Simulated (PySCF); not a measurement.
[Y(H2O)6]3+ (charge +3 and singlet state).
Bonds: Y1–O2, Y1–O5, Y1–O8, Y1–O11, Y1–O14, Y1–O17. Hydrogens: H3, H4 on O2; H6, H7 on O5; H9, H10 on O8; H12, H13 on O11; H15, H16 on O14; H18, H19 on O17.

Method: PySCF, PBE0-D3(BJ)/def2-SVP geometry optimisation, gas phase, def2 core potentials past Kr.

Problem. Give the optimised bond lengths and angles.

Solution. 
| bond | length (Å) |
| --- | --- |
| Y1–O2 and 5 like bonds | 2.316 |
| O2–H3 and 11 like bonds | 0.977 |

Bonds in one row agree within 0.01 Å and their mean is given. A selection of angles:
| angle | degrees |
| --- | --- |
| O2–Y1–O5 | 179.6 |
| O2–Y1–O8 | 90.5 |
| O2–Y1–O11 | 89.6 |
| Y1–O2–H3 | 127.9 |
| H3–O2–H4 | 104.1 |

O2 (oxygen bonded to Y and 2 H) is planar (angles 128.0°, 127.9° and 104.1°, sum 360.0°, 0.00 Å off the plane of its three neighbours). All 6 O–Y bonds measure 2.314 to 2.317 Å. Y1 (yttrium bonded to 6 O) is octahedral (the three widest angles are 179.8°, 179.6° and 179.6°, the others run from 89.4° to 90.8°).

No frequency check. No counter-ion or solvent screens the charge of this multiply charged ion.

On one thread of an Arm Neoverse V2, no GPU, shared host with 96 logical CPUs at a one-minute load of 34, this took 2.7 min and 0.73 GiB of memory at its peak. That covers the optimisation of the geometry.
